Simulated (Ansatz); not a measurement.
Reaction (substitution at a C–Si bond): `C[SiH](F)[SiH2]S` + `CBNC` → `CBN(C)C` + `F[SiH2][SiH2]S`

Calculated with Ansatz (gas phase, PBE0-D4/def2-TZVP geometries, no zero-point term in ΔE). CCSD(T)/CBS is the MP2 limit (def2-TZVPP, def2-QZVPP) plus CCSD(T) − MP2 in def2-TZVPP, frozen cores. DFT in def2-TZVPP. B3LYP here is the variant with VWN-RPA as its local correlation; programs differ in this. Each species was taken in one conformer, which may not be the lowest.

```csv
level,ΔE (kcal/mol),difference from CCSD(T)/CBS
PBE-D4,18.2,0.1
r2SCAN-D4,19.1,1.0
B3LYP-D4,18.1,0.0
ωB97X-V,17.9,-0.2
ωB97M-V,18.8,0.7
B2PLYP,18.2,0.1
PBE,18.4,0.3
r2SCAN,19.2,1.1
PBE0,18.8,0.7
MP2/def2-TZVPP,18.0,-0.1
SCS-MP2/def2-TZVPP,17.3,-0.8
CCSD/def2-TZVPP,17.7,-0.4
CCSD(T)/def2-TZVPP,17.5,-0.6
MP2/def2-QZVPP,18.4,0.3
HF/CBS(def2),18.3,0.2
MP2/CBS(def2),18.6,0.5
CCSD(T)/CBS,18.1,0
```

Largest T1 diagnostic among the species: 0.012.
